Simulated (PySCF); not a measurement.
Compound: C8H9OP.
Geometry (GFN2-xTB, Å), atoms numbered from 1 in this order:
```xyz
19
C8H9OP angstrom
C      3.4117    1.1910   -0.2508
C      2.2136    0.4164   -0.4847
C      1.2107   -0.2368   -0.6237
P     -0.2453   -1.1605   -1.0149
C     -0.0529   -2.4930    0.2639
C     -1.4092   -0.0846   -0.1210
C     -1.5783    1.3119   -0.3490
C     -2.5910    1.7057    0.4637
O     -3.0707    0.6649    1.1665
C     -2.3569   -0.4149    0.8046
H      3.2266    2.2392   -0.4857
H      4.2209    0.8246   -0.8824
H      3.7134    1.1117    0.7937
H     -0.9455   -3.1162    0.2698
H      0.7996   -3.1129   -0.0095
H      0.1084   -2.0693    1.2536
H     -1.0047    1.9175   -1.0206
H     -3.0484    2.6612    0.6296
H     -2.6118   -1.3468    1.2691
```

NICS is the negative of the GIAO shielding at a point without a nucleus: at the ring centre (0) and 1 Å above and below it (1); zz is the component along the ring normal. Level: GIAO PBE0/pcSseg-1 (PySCF, non-relativistic, gas phase) on the GFN2-xTB geometry, one conformer.

Ring bond lengths (Å), with Mayer bond orders in brackets: C6–C7 1.425 (1.26), C7–C8 1.357 (1.62), C8–O9 1.344 (1.08), O9–C10 1.344 (1.07), C10–C6 1.365 (1.60).

**Question.** Give the NICS values of each ring in ppm.

**Answer.** 
```csv
ring,type,NICS(0),"NICS(1), two faces","NICS(1)zz, two faces",rms pucker (Å),"centre to ring atoms, mean (Å)"
C6–C7–C8–O9–C10,5-membered ring with O; formal bonds all aromatic,-11.7,-10.2 / -10.3,-26.3 / -25.7,0.00,1.16
```

**Question.** What can be read from them?

**Answer.** 
- C6–C7–C8–O9–C10: mean NICS(1)zz -26.0 ppm, shielded. For a flat ring without four-coordinate atoms the NICS criterion counts such a value as aromatic.

**Question.** And the bond-length index? Use HOMA with the parameters of Krygowski (1993).

**Answer.** 
- C6–C7–C8–O9–C10: HOMA 0.46; the largest term is that of C8–O9, α(R − Ropt)² = 0.99.

**Question.** List the ring angles and the Hirshfeld charges of the ring atoms.

**Answer.** 
- C6–C7–C8–O9–C10: C6 105.3° (-0.091 e), C7 106.1° (-0.092 e), C8 110.8° (+0.006 e), O9 107.0° (-0.064 e), C10 110.9° (-0.001 e); sum 540.0° against 540° for a flat convex ring.

**Question.** What are the shieldings of the ring atoms and their hydrogens in the same run (means over atoms taken as equivalent)?

**Answer.** 
```csv
atoms,environment,σ isotropic (ppm)
C6,substituted aromatic carbon,54.2
C7,aromatic CH carbon,65.8
C8,aromatic CH next to a ring oxygen,38.9
O9,furan-type oxygen,31.9
C10,aromatic CH next to a ring oxygen,42.3
H17,aromatic hydrogen,24.85
H18,aromatic hydrogen,24.16
H19,aromatic hydrogen,24.52
```
